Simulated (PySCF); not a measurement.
Species: C6H3F5N2.
SMILES with atom numbers: `[F:1][C:2]([F:3])([F:4])[C:5]([F:6])([F:7])[c:8]1[cH:9][cH:10][cH:11][n:12][n:13]1` (hydrogens: H14 on C9; H15 on C10; H16 on C11)

Theory: PySCF, PBE0-D3(BJ)/def2-SVP geometry optimisation, gas phase.

Q: List the bond lengths, angles and torsions at this level.

A: 
```csv
bond,length (pm)
"F1–C2, C2–F3",132.3
C2–F4,133.3
C2–C5,154.4
C5–F6,133.5
C5–F7,135.1
C5–C8,151.3
C8–C9,139.6
C9–C10,138.3
C10–C11,139.6
C11–N12,133.0
N12–N13,131.2
C8–N13,132.7
C9–H14,109.1
C10–H15,109.2
C11–H16,109.4
```

Bonds in one row agree within 1 pm and their mean is given. A selection of angles:
```csv
angle,degrees
F1–C2–F3,109.1
F1–C2–C5,110.9
F3–C2–C5,110.2
C2–C5–F6,107.9
C2–C5–F7,106.5
C2–C5–C8,112.7
F6–C5–F7,108.6
F6–C5–C8,111.4
F7–C5–C8,109.6
C5–C8–C9,120.8
C5–C8–N13,115.3
C9–C8–N13,123.9
C8–C9–C10,116.1
C9–C10–C11,117.0
C10–C11–N12,123.4
C11–N12–N13,119.6
C8–N13–N12,120.0
```

Torsions: F1–C2–C5–F6 61° (synclinal); C2–C5–C8–C9 -96° (anticlinal). The mirror-image conformer, all signs reversed, is as good.

The 5 C–F bonds span 1.322 Å (F1–C2, drawn single) to 1.351 Å (C5–F7, drawn single), a spread of 0.029 Å. Of the pairs four or more bonds apart, F7···H14 is among the closest relative to their van der Waals radii: 2.42 Å, 91 % of the sum of Bondi's values. The 5 C–C bonds span 1.383 Å (C9–C10, aromatic) to 1.544 Å (C2–C5, drawn single), a spread of 0.161 Å. The 6-membered ring C8–C9–C10–C11–N12–N13 has internal angles of 116.1° to 123.9°; it is planar, 0.00 Å rms from its mean plane, widest ring torsion 1°. N12 (pyridine-type nitrogen) is bent (angle 119.6°).

Point group: C1 (no symmetry element, even within 0.4 Å). No frequency check. The numbers are those of one conformer.
